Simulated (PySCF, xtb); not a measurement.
SiH3Br, SMILES [SiH3]Br.

Harmonic wavenumbers (cm⁻¹) from GFN2-xTB (xtb) at its own minimum, in rising order: 429, 559, 560, 778, 778, 791, 2351, 2352, 2361.

Problem. What does B3LYP-D3(BJ)/def2-TZVP (PySCF 2.14.0) give at its own minimum? (Estimate from the structure and the level; the computed values follow.)

Solution. 415, 628, 628, 936, 956, 956, 2249, 2264, 2264. Paired by order, the mean absolute difference is 104 cm⁻¹ and the zero-point energies are 15.7 and 16.2 kcal/mol.
